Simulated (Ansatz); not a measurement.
Wavefunction ladder for `CBNCO`

Z-matrix (Å, degrees):
```
C
B 1 1.567
H 1 1.096 2 110.3
H 1 1.095 2 110.4 3 -116.1
H 1 1.094 2 114.4 3 121.8
N 2 1.394 1 122.2 3 -121.4
H 2 1.203 1 121.3 3 58.6
C 6 1.435 2 126.4 1 -179.0
H 6 1.011 2 120.1 1 -1.3
O 8 1.405 6 112.9 2 113.3
H 8 1.095 6 107.3 2 -10.5
H 8 1.093 6 110.9 2 -129.2
H 10 0.962 8 107.7 6 -60.6
```

Total charge 0; spin multiplicity 1. Geometry: relaxed with PBE0-D4/def2-TZVP. It is one conformer, not always the lowest. Frozen core, restricted reference, Ansatz 0.2.0. CBS rows extrapolate triple and quadruple zeta; past MP2 they add the triple-zeta difference.

```
     basis     HF (Eh)  MP2 corr.
def2-TZVPP  -234.52903   -0.90454
def2-QZVPP  -234.54035   -0.96765
```

(1) Estimate the CCSD correlation energy and the (T) correction in each basis where they were run (hartree).

Results:

(1) 
```
     basis  CCSD corr.       (T)
def2-TZVPP    -0.94620  -0.03594
 CBS(def2)    -1.05608     as TZ
```
